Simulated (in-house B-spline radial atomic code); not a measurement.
Radial electron density of Zn²⁺, [Ar] 3d9 5g1. Method: Dirac-Hartree-Fock, average of configuration, Fermi nucleus of rms radius 3.9283 fm. Calculated with a B-spline radial code for spherical atoms.

Columns: r (bohr), 4πr²n(r) (electrons per bohr), bar.

```
  0.0021    1.045 #
 0.00264    1.582 ##
 0.00332    2.375 ##
 0.00418    3.536 ####
 0.00525    5.174 #####
 0.00661    7.476 ########
 0.00831    10.56 ###########
  0.0105    14.62 ###############
  0.0132    19.45 ####################
  0.0165    24.72 ##########################
  0.0208    30.13 ################################
  0.0262    34.49 ####################################
  0.0329    36.67 ######################################
  0.0414    36.05 ######################################
  0.0521     33.1 ###################################
  0.0655    29.96 ###############################
  0.0824    29.58 ###############################
   0.104    33.59 ###################################
    0.13    39.43 #########################################
   0.164    42.02 ############################################
   0.206    37.03 #######################################
   0.259       27 ############################
   0.326    19.82 #####################
   0.411     20.3 #####################
   0.516    24.02 #########################
    0.65    23.63 #########################
   0.817    17.58 ##################
    1.03    9.843 ##########
    1.29    4.379 #####
    1.63    1.484 ##
    2.05   0.3948 
    2.57  0.07654 
    3.24  0.01365 
    4.07  0.01983 
    5.12  0.05446 
    6.44   0.1107 
     8.1   0.1495 
    10.2   0.1206 
    12.8  0.05157 
    16.1 0.009742 
    20.3 0.0006403 
    25.5 1.221e-05 
    32.1 4.433e-08
```

On this grid the curve has 4 maxima, near 0.0329, 0.164, 0.516, 8.1 bohr.

The 5g9/2 radial function P(r) = rR(r), positive near the nucleus, with its small component Q(r) (sign convention: Q ≈ (P' + κP/r)/2c):

```json
{"r (bohr)": "0.817", "P": "0.0004126", "Q": "-1.96e-06"}
{"r (bohr)": "1.29", "P": "0.002539", "Q": "-7.272e-06"}
{"r (bohr)": "2.05", "P": "0.01535", "Q": "-3.51e-05"}
{"r (bohr)": "3.24", "P": "0.07328", "Q": "-0.0001611"}
{"r (bohr)": "5.12", "P": "0.2333", "Q": "-0.000511"}
{"r (bohr)": "8.1", "P": "0.3867", "Q": "-0.0008466"}
{"r (bohr)": "12.8", "P": "0.2271", "Q": "-0.0004972"}
{"r (bohr)": "20.3", "P": "0.02531", "Q": "-5.54e-05"}
```
